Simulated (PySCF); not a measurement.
Compound: C6H9BN2O.
Geometry (PBE0-D3(BJ)/def2-SVP, Å), atoms numbered from 1 in this order:
```
atom  x, y, z in Å
C1     3.381    0.031    0.713
C2     3.225    0.155   -0.638
O3     1.925    0.155   -0.964
C4     1.190    0.025    0.180
B5    -0.355   -0.002    0.045
N6    -1.077    0.096   -1.172
C7    -2.493    0.222   -0.892
C8    -2.623   -0.320    0.542
N9    -1.299   -0.124    1.103
C10    2.060   -0.053    1.241
H11    4.322    0.001    1.258
H12    3.931    0.251   -1.459
H13   -0.711    0.410   -2.058
H14   -2.826    1.279   -0.934
H15   -3.124   -0.345   -1.596
H16   -3.411    0.211    1.103
H17   -2.904   -1.392    0.521
H18   -1.113   -0.476    2.030
H19    1.779   -0.155    2.288
```

Computed, not measured: TDDFT PBE0/def2-SVPD, vertical, gas phase, core orbitals frozen in the response (PySCF).

Kohn–Sham orbitals with the atoms that hold most of them (Löwdin shares over 4%, at most four atoms; ? is withheld):

```csv
orbital,ε (eV),atoms
HOMO-3,-8.47,"N9 22%, N6 21%, B5 16%, C8 7%"
HOMO-2,-7.94,"C1 29%, C10 25%, O3 22%, C2 8%"
HOMO-1,-6.39,?
HOMO,-6.22,?
LUMO,?,"C4 19%, C2 15%, C10 15%, O3 14%"
LUMO+1,0.44,"B5 37%, H18 8%, C8 7%, C7 6%"
LUMO+2,1.21,"C2 11%, C1 11%, C8 10%, C7 8%"
```

Task: Give the leading atoms of the HOMO.

Result: N9 (bonded to B, C and H) 33%; N6 (bonded to B, C and H) 31%; C8 (bonded to C, N and 2 H) 6%; C7 (bonded to C, N and 2 H) 6%. By element: nitrogen 64%, carbon 12% or more.

Task: Which atoms hold the HOMO-1, and with what shares?

Result: C4 (bonded to B, C and O) 24%; C2 (bonded to C, O and H) 24%; C10 (bonded to 2 C and H) 14%; C1 (bonded to 2 C and H) 13%.

Task: What is the LUMO energy, and the HOMO–LUMO gap?

Result: ε(LUMO) = -0.26 eV; the gap is 5.96 eV (0.2188 hartree).

Task: How does S1 compare with the orbital gap of 5.96 eV?

Result: S1 is at 5.05 eV (f = 0.025), 0.91 eV below the gap, made of HOMO→LUMO (99%). 

Task: One configuration dominates each of S1, S2, S3 and S4. Which, and how do the shares of the two leading atoms of either orbital change from the occupied to the empty one?

Result: 
- S1 (5.05 eV, f 0.025), HOMO→LUMO (99%): N9 33% → at most 15%, N6 31% → at most 15%, C4 at most 7% → 19%, C2 at most 7% → 15%
- S2 (5.48 eV, f 0.131), HOMO→LUMO+1 (72%): N9 33% → at most 7%, N6 31% → at most 7%, B5 at most 7% → 37%, H18 at most 7% → 8%
- S3 (5.53 eV, f 0.331), HOMO-1→LUMO (72%): C4 24% → 19%, C2 24% → 15%
- S4 (5.87 eV, f 0.0001), HOMO-1→LUMO+1 (94%): C4 24% → at most 7%, C2 24% → at most 7%, B5 at most 13% → 37%, H18 at most 13% → 8%

One conformer stands for the species.
